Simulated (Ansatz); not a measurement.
Consider the redistribution: `F[Si]O[SiH3]` + `[NH2][Al]([NH2])[SH]` → `N[Si]F` + `[NH2][Al]([SH])[O][SiH3]`.

Isolated molecules relaxed with PBE0-D4/def2-TZVP in Ansatz; ΔE leaves out vibrations. CBS: MP2 limit from def2 TZ/QZ plus the TZ coupled-cluster correction, frozen cores. This one scheme is used for every species. Functionals use def2-TZVPP. B3LYP here is the variant with VWN-RPA as its local correlation; programs differ in this. Each species was taken in one conformer, which may not be the lowest.

```json
{"level": "LDA (SPW92)", "ΔE (kcal/mol)": "-6.4", "difference from CCSD(T)/CBS": "-0.4"}
{"level": "revPBE-D4", "ΔE (kcal/mol)": "-6.0", "difference from CCSD(T)/CBS": "0.0"}
{"level": "BLYP-D4", "ΔE (kcal/mol)": "-5.6", "difference from CCSD(T)/CBS": "0.4"}
{"level": "B97M-V", "ΔE (kcal/mol)": "-6.9", "difference from CCSD(T)/CBS": "-0.9"}
{"level": "B3LYP-D4", "ΔE (kcal/mol)": "-6.0", "difference from CCSD(T)/CBS": "0.0"}
{"level": "r2SCAN0-D4", "ΔE (kcal/mol)": "-7.0", "difference from CCSD(T)/CBS": "-1.0"}
{"level": "CAM-B3LYP-D4", "ΔE (kcal/mol)": "-6.1", "difference from CCSD(T)/CBS": "-0.1"}
{"level": "B2PLYP", "ΔE (kcal/mol)": "-6.2", "difference from CCSD(T)/CBS": "-0.2"}
{"level": "revPBE", "ΔE (kcal/mol)": "-6.0", "difference from CCSD(T)/CBS": "0.0"}
{"level": "BLYP", "ΔE (kcal/mol)": "-5.8", "difference from CCSD(T)/CBS": "0.2"}
{"level": "r2SCAN", "ΔE (kcal/mol)": "-6.9", "difference from CCSD(T)/CBS": "-0.9"}
{"level": "r2SCAN0", "ΔE (kcal/mol)": "-7.0", "difference from CCSD(T)/CBS": "-1.0"}
{"level": "CCSD/def2-SVP", "ΔE (kcal/mol)": "-8.5", "difference from CCSD(T)/CBS": "-2.5"}
{"level": "SCS-MP2/def2-TZVPP", "ΔE (kcal/mol)": "-6.2", "difference from CCSD(T)/CBS": "-0.2"}
{"level": "HF/def2-QZVPP", "ΔE (kcal/mol)": "-6.6", "difference from CCSD(T)/CBS": "-0.6"}
{"level": "CCSD/CBS(def2)", "ΔE (kcal/mol)": "-6.1", "difference from CCSD(T)/CBS": "-0.1"}
{"level": "CCSD(T)/CBS", "ΔE (kcal/mol)": "-6.0", "difference from CCSD(T)/CBS": "0"}
```

Largest T1 diagnostic among the species: 0.014.

Leaving LDA and LC-ωPBE aside and taking each functional with its dispersion term where it has one, the values spread over 1.5 kcal/mol, from r2SCAN0-D4 to BLYP-D4. From BLYP to BHLYP (50 % exact exchange), in def2-TZVPP and without D4, ΔE moves by −0.7 kcal/mol. At CCSD(T), def2-SVP lies −2.5 kcal/mol from the extrapolated value and def2-TZVPP −0.1 kcal/mol.
